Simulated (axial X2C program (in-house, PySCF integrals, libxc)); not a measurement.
RhB: from the spin-free to the two-component result

Computed with an in-house relativistic program for diatomic molecules. Spin-free means the one-electron spin-free X2C Hamiltonian; two-component (2c) means X2C with spin–orbit coupling and atomic mean-field two-electron Coulomb and Gaunt terms, so the difference of the two also holds small scalar two-electron terms. Basis: Rh dyall-cv3z [12s12p8d5f3g], B dyall-v3z [7s6p2d1f] (cores contracted in-house); Gaussian nuclei, density fitting, unrestricted open shells. Masses: Rh 102.906 u, B 11.009 u.

Spin-free state: M_S = 0, Λ = 0 (closed shell); fragments Rh + B.

```json
{"level": "PBE0", "Re (Å)": "1.671", "ωe (cm⁻¹)": "983.5", "De (eV)": "5.287", "μ (D)": "-3.03"}
{"level": "r2SCAN", "Re (Å)": "1.679", "ωe (cm⁻¹)": "970.6", "De (eV)": "5.729", "μ (D)": "-3.08"}
```

Dipoles are positive if B is the positive end.

Two-component determinant lowest at the distance of the search:

Ω = 0 (closed shell); fragments Rh + B.

```json
{"level": "PBE0", "Re (Å)": "1.670", "ωe (cm⁻¹)": "982.6", "μ (D)": "-3.03"}
{"level": "r2SCAN", "Re (Å)": "1.679", "ωe (cm⁻¹)": "970.0", "μ (D)": "-3.08"}
```

Problem. From the two tables, how do the constants change at the PBE0 level (2c against spin-free)?

Solution. At the PBE0 level Re is unchanged within 0.001 Å and ωe falls by 0.9 cm⁻¹.

One determinant describes the state; a PBE0 search over occupations chose it and may have missed a lower one. The closed shell is kept restricted, so the energy runs too high when the bond is stretched far. Dissociation energies refer to the lowest single-determinant-based atoms at the same level and basis. De is not given where an atomic determinant may have missed its ground term or J level, or where the truncated virtual space spoils (T). The functionals have no current-density term, which raises determinants with orbital currents, atoms included.
